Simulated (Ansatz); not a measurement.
Input for Ansatz (a quantum-chemistry and plane-wave program): R-B3LYP/def2-TZVPP on aminoborane (SMILES BN), atoms moved off the minimum.

Ansatz 0.2 input:
```yaml
crystal:
  periodic: [false, false, false]
  atoms:
    - {symbol: B, position_ang: [-0.73154866, 0.12725999, 0.03700600]}
    - {symbol: N, position_ang: [0.58036744, -0.00336994, 0.03603156]}
    - {symbol: H, position_ang: [-1.39903770, -0.98610130, -0.12773183]}
    - {symbol: H, position_ang: [-1.25442875, 1.11499316, 0.06342177]}
    - {symbol: H, position_ang: [1.16267207, 0.75178138, -0.00316189]}
    - {symbol: H, position_ang: [1.08035051, -0.87258256, -0.03336070]}
basis:
  gaussian:
    orbitals: def2-TZVPP
hamiltonian:
  xc: {name: B3LYP}
scf: {lower_state_search: off}
output: {forces: true}
```

The log:

```
WARN ansatz: RAYON_NUM_THREADS=1 ignored (pool sized by the plan → 1); use --threads N
Functional definition: B3LYP
these checks for a lower state are left out or cut short: stability, starts, cluster_reference, orbital_swaps, neighbouring_geometries, increment
integrals: 0.02 GiB planned
560 factors; their error is unknown
mean field: 0.29 GiB planned
mean field evaluation 1: about -2226.0431 eV, gradient 6.1e1 eV
mean field evaluation 2: about -2217.3224 eV, gradient 8.4e1 eV
mean field evaluation 4: about -2233.1567 eV, gradient 3.7e0 eV
mean field evaluation 8: about -2233.1943 eV, gradient 2.4e-2 eV
mean field evaluation 16: about -2233.1943 eV, gradient 6.1e-6 eV
mean field -2233.19433502 eV, -82.0683780984 hartree, gradient 6.1e-6 eV, S^2 0.000000; 0 other end points of the search recorded, 0 dependent functions left out
the calculation of the forces begins
reference -2233.19454580 eV, -82.0683858446 hartree; 8, 8 occupied and 110, 110 virtual orbitals, 560 factors
Total energy: -2233.19454580 eV, -82.0683858446 hartree
Atom 0 at    -0.731549     0.127260     0.037006 Å, force    -3.510151    -3.652964    -0.726107 eV/Å
Atom 1 at     0.580367    -0.003370     0.036032 Å, force     1.884648    -2.021068     0.013219 eV/Å
Atom 2 at    -1.399038    -0.986101    -0.127732 Å, force     0.753900     1.673312     0.476475 eV/Å
Atom 3 at    -1.254429     1.114993     0.063422 Å, force    -0.861712     1.847052     0.150086 eV/Å
Atom 4 at     1.162672     0.751781    -0.003162 Å, force     1.861909     2.267046     0.099918 eV/Å
Atom 5 at     1.080351    -0.872583    -0.033361 Å, force    -0.128595    -0.113378    -0.013591 eV/Å
Dipole moment:     0.462605     0.029602    -0.013016 e Å
Checks for a lower state left out: stability, starts, cluster_reference, orbital_swaps, neighbouring_geometries, increment
```

Self-consistency was reached.

Cost: roughly 0.6 core-seconds.
